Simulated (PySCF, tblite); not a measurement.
Isomers of C5H11N2 (doublet state). Method: GFN2-xTB as coded in tblite; computed harmonic values from a numerical Hessian at the method's own geometry, unscaled. Against measured fundamentals such values can be off by several per cent, at times by over 20. One conformer each. Open shells enter through the occupations alone, without spin polarisation, and single modes of such species can be off by tens of per cent.

Electronic energies: B3LYP/pcH-1 single points on the GFN2-xTB geometries (PySCF, gas phase).

```csv
SMILES,"electronic energy, lowest = 0 (kJ/mol)"
[H]/N=C\C[C@H](C)C[NH],89.8
[CH2]/N=C/[C@@H](N)CC,20.6
[H]/N=C/[CH][C@@H](C)CN,0.0
[CH2]C[C@@H](N)/C=N/C,69.8
```

Question: How do GFN2-xTB zero-point energies change the relative energies?

Answer: 
| SMILES | ZPE (kJ/mol) | of it from modes above 1550 cm⁻¹ | electronic (kJ/mol) | with ZPE, lowest = 0 (kJ/mol) | lowest mode (cm⁻¹) | rings |
| --- | --- | --- | --- | --- | --- | --- |
| [H]/N=C/[CH][C@@H](C)CN | 405.6 | 213.0 | 0.0 | 0.0 | 57 | 0 |
| [CH2]/N=C/[C@@H](N)CC | 402.1 | 220.6 | 20.6 | 17.0 | 54 | 0 |
| [CH2]C[C@@H](N)/C=N/C | 397.7 | 220.8 | 69.8 | 61.9 | 65 | 0 |
| [H]/N=C\C[C@H](C)C[NH] | 401.8 | 202.1 | 89.8 | 86.0 | 77 | 0 |

The zero-point energies span 7.9 kJ/mol, from `[CH2]C[C@@H](N)/C=N/C` to `[H]/N=C/[CH][C@@H](C)CN`. The order is unchanged.

Question: And how do the electronic energies of GFN2-xTB itself compare?

Answer: `[H]/N=C/[CH][C@@H](C)CN` 19.0; `[CH2]/N=C/[C@@H](N)CC` 0.0; `[CH2]C[C@@H](N)/C=N/C` 80.5; `[H]/N=C\C[C@H](C)C[NH]` 72.0 kJ/mol, lowest = 0. Against the energies above, taken from the same isomer `[H]/N=C/[CH][C@@H](C)CN`, the largest difference is 39.6 kJ/mol.

Question: What do entropy and thermal enthalpy add at 298.15 K and 1 bar (rigid rotor, harmonic oscillator, one conformer each)?

Answer: 
| SMILES | point group | symmetry number | S (J/(mol K)) | H − H(0) (kJ/mol) | ZPE + H − H(0) − TS (kJ/mol) |
| --- | --- | --- | --- | --- | --- |
| [H]/N=C/[CH][C@@H](C)CN | C1 | 1 | 387.4 | 25.82 | 315.9 |
| [CH2]/N=C/[C@@H](N)CC | C1 | 1 | 391.4 | 26.47 | 311.9 |
| [CH2]C[C@@H](N)/C=N/C | C1 | 1 | 399.4 | 27.67 | 306.3 |
| [H]/N=C\C[C@H](C)C[NH] | C1 | 1 | 362.6 | 23.20 | 316.9 |

S holds R ln(2S + 1) for the spin.
